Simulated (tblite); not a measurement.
C₅H₈F₂SSi.
Z-matrix (Å and degrees, GFN2-xTB geometry), rows numbered from 1:
```
F 
C   1  1.3567
C   2  1.5015  1  118.12
C   2  1.4992  1  119.22  3   -69.48
F   4  1.3728  2  117.00  3  -105.58
C   4  1.5073  2  122.64  3   112.43
C   6  1.5395  4  113.12  2  -147.21
Si  7  1.9027  6   96.90  4   122.50
S   6  1.8418  4  112.05  2   -32.17
H   2  1.0828  1  110.88  3   145.81
H   3  1.0793  2  116.34  4   106.50
H   3  1.0783  2  118.50  4  -108.90
H   6  1.0924  4  108.58  2    87.16
H   7  1.0882  6  111.66  4  -116.32
H   7  1.0897  6  110.83  4     2.98
H   8  1.4560  7  116.28  6  -110.98
H   8  1.4549  7  116.26  6   108.48
```

All values are computed: GFN2-xTB (tblite) harmonic vibrations without scaling, gas phase. Against measured fundamentals such values can be off by several per cent, at times by over 20. Modes of hydrogen on silicon can be 10 to 20 % off. One conformer, not necessarily the lowest.

Harmonic wavenumbers (cm⁻¹): 32.5, 49.7, 127.8, 180.9, 204.7, 264.1, 334.2, 380.7, 435.3, 438.2, 466.9, 482.9, 513.2, 602.0, 617.0, 674.0, 741.4, 761.9, 767.9, 810.5, 848.6, 904.9, 935.3, 1017.0, 1047.2, 1047.9, 1086.1, 1105.2, 1128.8, 1164.7, 1192.8, 1212.9, 1253.9, 1281.8, 1365.5, 1450.3, 1460.2, 2320.6, 2333.8, 2953.4, 2992.6, 3009.3, 3053.1, 3095.6, 3120.7.

A = 2426, B = 744.5, C = 649.9 MHz; mass 166.008 u (most abundant isotopes); point group C1, symmetry number 1.

Q: Zero-point energy?

A: ½Σν̃ = 25634 cm⁻¹ = 73.29 kcal/mol.

Q: What is S at 400 K and 1 bar for an ideal gas of classical rigid rotors and harmonic oscillators?

A: Translation 42.71, rotation 30.87, vibration 39.44: S = 113.0 cal/(mol K).

Q: And Cp and H(400 K) − H(0)?

A: Cp = 49.26 cal/(mol K), of which vibrations give 41.31 (their classical limit is 45 R = 89.4); H(400 K) − H(0) = 11.40 kcal/mol without the zero-point energy, 8.22 from vibrations.

Q: How do the functions run with temperature in this model?

A: 
```csv
T (K),S (cal/(mol K)),Cp (cal/(mol K)),H − H(0) (kcal/mol),G − H(0) (kcal/mol),ln q(vib)
150,79.3,22.7,2.27,-9.63,3.20
250,93.6,34.0,5.11,-18.29,5.66
298.15,100.0,39.3,6.87,-22.95,6.88
600,135.8,63.0,22.74,-58.75,14.63
900,163.9,74.9,43.61,-103.87,21.80
```

q(vib) and H(0) count from the zero-point level.

Q: What must be added to the electronic energy to get the Gibbs energy at 400 K and 1 bar?

A: ZPE + [H(400 K) − H(0)] − T·S = 73.29 + 11.40 − 45.21 = 39.48 kcal/mol.

Hindered rotation and anharmonicity are outside this model. Other conformers, if any are populated, would add a mixing term that is left out. The structure is chiral; the term R ln 2 for an equal mix with its mirror image is left out.

Hardware: Arm Neoverse N1, one thread, no GPU, shared host with 64 logical CPUs at a one-minute load of 62. Cost: 1.3 s. The figure is for the frequency step alone.
